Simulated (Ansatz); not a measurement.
Here is a job for Ansatz (a first-principles code).
Ansatz 0.2 input:
```yaml
crystal:
  periodic: [false, false, false]
  atoms:
    - {symbol: Si, position_ang: [0.00000000, 0.00000000, 0.00000000]}
basis:
  gaussian:
    orbitals: STO-3G
hamiltonian:
  xc: b3lyp
magnetization: {spin_polarized: true, initial_magnetization: 2}
```

What does this run give for the total energy, <S^2>, number of basis functions?


* **total energy**: -285.942090 Ha
* **<S^2>**: 2.000
* **number of basis functions**: 9
